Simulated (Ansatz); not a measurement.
Reaction (formal exchange of groups at the Se–C bond): `FC#C[SeH]` + `BN=C` → `C=NB[SeH]` + `C#CF`

Calculated with Ansatz (gas phase, PBE0-D4/def2-TZVP geometries, no zero-point term in ΔE). CCSD(T)/CBS is the MP2 limit (def2-TZVPP, def2-QZVPP) plus CCSD(T) − MP2 in def2-TZVPP, frozen cores. This one scheme is used for every species. DFT in def2-TZVPP. HSE06 is defined as in plane-wave codes. For Se outer-core shells are correlated without core-valence functions, which leaves a few kJ/mol of doubt a bond. Scalar relativity is left out up to krypton. Each species was taken in one conformer, which may not be the lowest.

```csv
level,ΔE (kJ/mol),difference from CCSD(T)/CBS
PBE-D4,-95.0,10.6
r2SCANh-D4,-102.5,3.1
HSE06,-98.6,7.0
CAM-B3LYP,-96.2,9.4
MP2/def2-SVP,-106.6,-1.0
CCSD(T)/def2-SVP,-102.1,3.5
SCS-MP2/def2-TZVPP,-98.7,6.9
CCSD(T)/def2-TZVPP,-100.7,4.9
SCS-MP2/def2-QZVPP,-101.2,4.4
MP2/CBS(def2),-108.1,-2.5
CCSD(T)/CBS,-105.6,0
```

Largest T1 diagnostic among the species: 0.016.

At CCSD(T), def2-SVP lies +3.5 kJ/mol from the extrapolated value and def2-TZVPP +4.9 kJ/mol. From BLYP to BHLYP (50 % exact exchange), in def2-TZVPP and without D4, ΔE moves by −9.3 kJ/mol.
